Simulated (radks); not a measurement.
Excited configurations of Re2+: one electron is placed in a higher orbital outside [Xe] 4f14 5d4. The ground configuration is [Xe] 4f14 5d5. Calculated with a radial shooting solver on a logarithmic mesh with Libxc functionals: Dirac Kohn-Sham, PBEsol, spin-unpolarised, spherical densities, point nucleus; open shells are shared between the two j in proportion to 2j + 1. Excitation = E - E(ground); binding = E(ion) - E, where the ion is the core of charge +3; n* = 3/sqrt(2 binding) in atomic units, and the quantum defect is n - n*. Eigenvalue and <r> are those of j = l + 1/2.

| outer orbital | excitation (eV) | binding (eV) | eigenvalue (eV) | <r> (bohr) |
|---|---|---|---|---|
| 5f | 19.021 | 8.129 | -6.337 | 5.355 |
| 6s | 1.852 | 25.298 | -21.330 | 2.638 |
| 6p | 8.938 | 18.212 | -14.627 | 3.331 |
| 6d | 16.436 | 10.714 | -8.772 | 4.946 |
| 6f | 21.662 | 5.488 | -4.496 | 9.299 |
| 7s | 15.507 | 11.642 | -9.966 | 5.434 |
| 7p | 17.757 | 9.393 | -7.855 | 6.516 |
| 7d | 20.658 | 6.492 | -5.445 | 8.794 |
| 7f | 23.295 | 3.855 | -3.256 | 14.26 |

The Delta-SCF ionisation energy is 27.150 eV (NIST Atomic Spectra Database: 27 eV, theoretical). Self-interaction in the functional shifts the binding energies and quantum defects, so they are the method's values and not measured ones. Spin polarisation and multiplet splitting are left out, so open shells lie too high by an amount that depends on their filling. Sharing an open shell by 2j + 1 raises it above the true ground level by a part of the spin-orbit splitting, which enters the differences from NIST.

Beside tabulated values, note that spin-unpolarised runs miss the spin-polarisation part of the exchange energy of open shells.
